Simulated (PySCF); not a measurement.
Parent: `[cH:1]1[cH:2][n:3][cH:4][p:5][cH:6]1`, C4H4NP.

Method used: PySCF 2.14.0, PBE0-D3(BJ)/def2-SVP geometry optimisation, gas phase. One conformer each, not checked by frequencies here.

```csv
coordinate of the parent,value
C1–C2,1.397 Å
C2–N3,1.330 Å
N3–C4,1.325 Å
C4–P5,1.751 Å
P5–C6,1.739 Å
C1–C6,1.389 Å
C2–C1–C6,122.2°
C1–C2–N3,125.6°
C2–N3–C4,120.9°
N3–C4–P5,129.1°
C4–P5–C6,98.1°
C1–C6–P5,124.1°
```

Problem. How does the shared frame change in `[CH3:1][S:2][c:3]1[n:4][cH:5][cH:6][cH:7][p:8]1` with C1–S2–C3–N4 1°, C5H6NPS? Atoms pair as C1 = C6, C2 = C5, N3 = N4, C4 = C3, P5 = P8, C6 = C7 (parent first).

Solution. 
```
  parent  relative  value in the relative  change
   C1–C2     C6–C5                1.392 Å  -0.005
   C2–N3     C5–N4                1.331 Å  +0.001
   N3–C4     N4–C3                1.321 Å  -0.004
   C4–P5     C3–P8                1.780 Å  +0.029
   P5–C6     P8–C7                1.729 Å  -0.010
   C1–C6     C6–C7                1.393 Å  +0.004
C2–C1–C6  C5–C6–C7                 121.4°    -0.8
C1–C2–N3  C6–C5–N4                 125.6°     0.0
C2–N3–C4  C5–N4–C3                 122.2°    +1.3
N3–C4–P5  N4–C3–P8                 127.6°    -1.5
C4–P5–C6  C3–P8–C7                  97.7°    -0.4
C1–C6–P5  C6–C7–P8                 125.5°    +1.4
```

Of the parent's bonds, C4–P5 changes most (+0.029 Å). Bonds of the relative outside the shared frame: C1–S2 1.800, S2–C3 1.760 Å. Point group Cs → Cs.
